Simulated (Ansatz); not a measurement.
A nudged elastic band was laid between two geometries of CH₅Cl₂FSi₂ (11 atoms, charge 0, multiplicity 1).

All numbers below come from RKS PBE0-D4/6-31G in Ansatz.

```json
{"movable images": "7", "climbing image": "yes", "spring": "5.0 eV/Å²", "optimiser": "quadratic models (default)", "start path": "through a guess of the saddle point", "force threshold": "0.05 eV/Å", "iteration limit": "6", "end points": "relaxed"}
```

First end point:

```xyz
11
Properties=species:S:1:pos:R:3
F -1.412 -1.871 0.158
Si -0.591 -0.516 -0.476
Si 1.723 -0.715 -0.133
C -1.315 1.019 0.431
Cl -0.647 2.524 -0.433
Cl -0.877 1.036 2.222
H -1.027 -0.372 -1.905
H 2.212 -1.926 -0.873
H 2.017 -0.850 1.329
H 2.381 0.514 -0.686
H -2.400 1.101 0.385
```

Last end point:

```xyz
11
Properties=species:S:1:pos:R:3
F -1.495 -1.647 -0.650
Si -0.463 -0.289 -0.675
Si 1.681 -0.921 0.053
C -1.228 0.992 0.541
Cl -2.872 1.582 -0.047
Cl -0.022 2.405 0.669
H -0.543 0.333 -2.035
H 2.093 -2.178 -0.653
H 1.657 -1.152 1.535
H 2.637 0.186 -0.273
H -1.379 0.633 1.557
```

Problem. Which bonds break or form, and what moves?

Solution. No bond is made or broken. The dihedral Si3–Si2–C4–H11 goes from -174 to -62°.

Problem. What energy profile does the band end with?

Solution. The run converged. The highest image is number 4 of 0 to 8, 0.077 eV above the first end and 0.064 eV above the last; the last end lies 0.013 eV above the first. Another band between the same ends (7 images) ends at a top of the same energy, where a vibrational analysis finds no clearly imaginary modes. Limits of this set-up: no polarisation functions.

```
image  path coordinate (Å)  energy (eV)  dihedral Si3–Si2–C4–H11 (°)
    0                 0.00        0.000                         -174
    1                 0.56        0.010                         -160
    2                 1.13        0.037                         -146
    3                 1.69        0.065                         -131
    4                 2.25        0.077                         -117
    5                 2.79        0.069                         -103
    6                 3.32        0.047                          -90
    7                 3.86        0.023                          -76
    8                 4.40        0.013                          -62
```

Problem. What is the geometry of the highest image?

Solution. 
```xyz
11
Properties=species:S:1:pos:R:3:forces:R:3
F -1.507 -1.728 -0.227 0.00 0.00 0.00
Si -0.507 -0.387 -0.586 0.00 0.00 0.01
Si 1.712 -0.872 0.012 0.00 0.00 -0.01
C -1.287 1.052 0.450 0.01 -0.02 0.01
Cl -1.940 2.381 -0.656 -0.01 0.01 -0.01
Cl -0.085 1.759 1.673 0.00 0.00 0.00
H -0.712 -0.058 -2.035 0.00 0.00 0.00
H 2.184 -2.017 -0.837 0.00 0.00 0.00
H 1.799 -1.235 1.463 0.00 0.00 0.00
H 2.545 0.341 -0.276 0.00 0.00 0.00
H -2.136 0.708 1.040 0.00 0.00 0.00
```

Time of the run: 3.9 min on 1 thread of Arm Neoverse V2, on a shared host, peak memory 0.21 GiB.
